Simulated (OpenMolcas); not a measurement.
Consider [Cu2(μ-Br)2(Cl)4]2-, a planar model complex in vacuum (2 bridging Br, bridge angle 94°, metal-metal distance 3.59 Å, Cu–Br 2.45 Å; typed geometry, not optimised).

```xyz
8

Cu    -1.7933     0.0000     0.0000
Cu     1.7933     0.0000     0.0000
Br     0.0000     1.6723     0.0000
Br     0.0000    -1.6723     0.0000
Cl    -3.4408     1.6476     0.0000
Cl    -3.4408    -1.6476     0.0000
Cl     3.4408     1.6476     0.0000
Cl     3.4408    -1.6476     0.0000
```

### Question
Give the energies of the total-spin states at CASSCF(2,2) on the singly occupied d orbitals (ANO-RCC-VDZP on Cu, Cl and ANO-RCC-VDZ on Br, scalar-relativistic DKH2, RICD, no spin-orbit coupling, OpenMolcas), and the exchange constant.

### Answer
Local spins 1/2 and 1/2.

```tsv
total S	E (cm⁻¹)	natural occupations, lowest and highest
1	0.0	1.000, 1.000
0	16.6	0.981, 1.019
```

J = 8.3 cm⁻¹ (ferromagnetic).

J is defined by H = −2J S1·S2, so negative values are antiferromagnetic. Wave-function values come from the highest and lowest total spin; broken-symmetry values use Yamaguchi's formula with the computed ⟨S²⟩. The active space holds the singly occupied metal orbitals alone, without bridging-ligand orbitals. No row is a measured value.
